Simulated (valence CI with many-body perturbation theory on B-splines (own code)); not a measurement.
## Br30+: calculated level list

Method: configuration interaction combined with many-body perturbation theory (CI+MBPT): three valence electrons over a frozen Dirac-Fock core [He], radial functions for each j: 11 s, 11 p, 10 d, 8 f, 5 g, 2 h, with the one-electron correlation potential Σ1, the two-electron term Σ2, the three-electron term Σ3, Breit, model QED; selected CI, second order for the rest, scaled by the run's own slope (own B-spline code, finite nucleus).

No measured spectrum was set against this ion. As an estimate, large intervals hold to a few tenths of a per cent, small ones and those within an open d or f shell to about a per cent.

Levels 91 to 135 of 211, with energies above the lowest level, (2s^2 2p1/2) J=1/2. "Leading %" is the weight of the configuration and term that name the level; weights of strongly mixed levels are sums over their largest components and can fall short. In the jj column 3d3/2^4 stands for four electrons in 3d with j = 3/2.

```
No.  Configuration  Term    J  E (eV)  Leading %                Leading jj      g  Second component
 91          2p²3s    ²P  3/2  2262.5         41         2p3/2^2 3s (82 %)  1.107     35 % 2p²3s ²D
 92          2p²3d    ⁴D  1/2  2262.6         81  2p1/2 2p3/2 3d3/2 (99 %)  0.198     14 % 2p²3d ²P
 93          2p²3d    ⁴F  7/2  2263.8         66  2p1/2 2p3/2 3d5/2 (90 %)  1.271     27 % 2p²3d ⁴D
 94          2p²3p   ²P°  1/2  2265.1         80  2p1/2 2p3/2 3p3/2 (88 %)  0.748    11 % 2p²3p ²S°
 95          2p²3d    ²F  7/2  2269.0         43  2p1/2 2p3/2 3d3/2 (73 %)  1.161     25 % 2p²3d ⁴D
 96          2p²3d    ²F  5/2  2271.0         40  2p1/2 2p3/2 3d5/2 (84 %)  1.211     38 % 2p²3d ⁴P
 97          2p²3d    ⁴D  3/2  2271.6         42  2p1/2 2p3/2 3d5/2 (84 %)  1.214     27 % 2p²3d ²P
 98          2p²3d    ⁴F  9/2  2273.3         55  2p1/2 2p3/2 3d5/2 (95 %)  1.229     45 % 2p²3d ²G
 99          2p²3d    ⁴D  5/2  2279.1         37  2p1/2 2p3/2 3d3/2 (54 %)  1.272     33 % 2p²3d ²D
100          2p²3d    ⁴P  3/2  2281.1         50  2p1/2 2p3/2 3d3/2 (82 %)  1.418     24 % 2p²3d ²P
101          2p²3d    ⁴P  1/2  2282.8         54  2p1/2 2p3/2 3d3/2 (81 %)  2.170     29 % 2p²3d ²S
102          2p²3d    ²F  7/2  2286.7         46  2p1/2 2p3/2 3d5/2 (78 %)  1.085     36 % 2p²3d ²G
103          2p²3d    ²D  5/2  2287.4         59  2p1/2 2p3/2 3d5/2 (63 %)  1.122     31 % 2p²3d ²F
104          2p²3d    ²P  1/2  2287.9         62  2p1/2 2p3/2 3d5/2 (59 %)  1.067     18 % 2p²3s ²S
105          2p²3d    ²D  3/2  2289.3         74  2p1/2 2p3/2 3d5/2 (92 %)  0.890     17 % 2p²3d ²P
106          2p²3p   ²D°  3/2  2290.1         32      2p3/2^2 3p1/2 (92 %)  1.345    22 % 2p²3p ²P°
107          2p²3p   ²D°  5/2  2292.9         59      2p3/2^2 3p1/2 (90 %)  1.163    22 % 2p²3p ²F°
108          2p²3s    ²S  1/2  2294.5         59         2p3/2^2 3s (69 %)  1.684     18 % 2p²3d ²P
109          2p²3p   ²D°  5/2  2296.9         54      2p3/2^2 3p3/2 (97 %)  1.267    30 % 2p²3p ⁴P°
110          2p²3p   ²F°  7/2  2298.2         53      2p3/2^2 3p3/2 (95 %)  1.270    46 % 2p²3p ⁴D°
111          2p²3p   ²P°  1/2  2299.1         70      2p3/2^2 3p3/2 (88 %)  1.040    22 % 2p²3p ²S°
112          2p²3p   ²P°  3/2  2319.8         65      2p3/2^2 3p3/2 (96 %)  1.275    17 % 2p²3p ²D°
113          2p²3d    ²F  7/2  2324.5         54      2p3/2^2 3d5/2 (98 %)  1.223     34 % 2p²3d ⁴D
114          2p²3p   ²P°  1/2  2325.2         88      2p3/2^2 3p1/2 (91 %)  0.670     6 % 2p²3p ⁴D°
115          2p²3d    ²G  9/2  2326.5         55      2p3/2^2 3d5/2 (95 %)  1.206     45 % 2p²3d ⁴F
116          2p²3d    ²D  3/2  2329.1         51      2p3/2^2 3d3/2 (93 %)  1.063     17 % 2p²3d ⁴P
117          2p²3d    ²D  5/2  2329.2         36      2p3/2^2 3d3/2 (78 %)  1.208     21 % 2p²3d ⁴D
118          2p²3d    ²P  1/2  2329.4         78      2p3/2^2 3d3/2 (48 %)  0.802     10 % 2p²3d ⁴D
119          2p²3d    ²F  7/2  2332.7         54      2p3/2^2 3d3/2 (94 %)  1.077     31 % 2p²3d ²G
120          2p²3p   ²P°  3/2  2337.2         78      2p3/2^2 3p3/2 (93 %)  1.317     8 % 2p²3p ²D°
121          2p²3d    ²S  1/2  2339.5         58      2p3/2^2 3d5/2 (46 %)  2.042     29 % 2p²3d ⁴P
122          2p²3d    ²P  3/2  2343.5         63      2p3/2^2 3d5/2 (88 %)  1.270     14 % 2p²3d ⁴P
123          2p²3d    ²D  5/2  2345.0         62      2p3/2^2 3d5/2 (84 %)  1.109     30 % 2p²3d ²F
124          2p²3d    ²D  3/2  2366.7         89      2p3/2^2 3d3/2 (90 %)  0.804      4 % 2p²3d ⁴F
125          2p²3d    ²D  5/2  2366.8         78      2p3/2^2 3d5/2 (92 %)  1.185      8 % 2p²3d ²F
126          2s²4s    ²S  1/2  2666.2         96            2s^2 4s (96 %)  2.000                  
127          2s²4p   ²P°  1/2  2679.4         96         2s^2 4p1/2 (96 %)  0.664                  
128          2s²4p   ²P°  3/2  2685.9         96         2s^2 4p3/2 (96 %)  1.332                  
129          2s²4d    ²D  3/2  2696.5         97         2s^2 4d3/2 (97 %)  0.798                  
130          2s²4d    ²D  5/2  2698.4         97         2s^2 4d5/2 (97 %)  1.199                  
131          2s²4f   ²F°  5/2  2704.6         96         2s^2 4f5/2 (96 %)  0.855                  
132          2s²4f   ²F°  7/2  2705.5         97         2s^2 4f7/2 (97 %)  1.142                  
133         2s2p4s   ⁴P°  1/2  2728.0         82        2s 2p1/2 4s (99 %)  2.300   18 % 2s2p4s ²P°
134         2s2p4s   ⁴P°  3/2  2737.1         77        2s 2p1/2 4s (91 %)  1.635   23 % 2s2p4s ²P°
135         2s2p4p    ⁴D  1/2  2739.9         69    2s 2p1/2 4p1/2 (100 %)  0.362    21 % 2s2p4p ²P
```
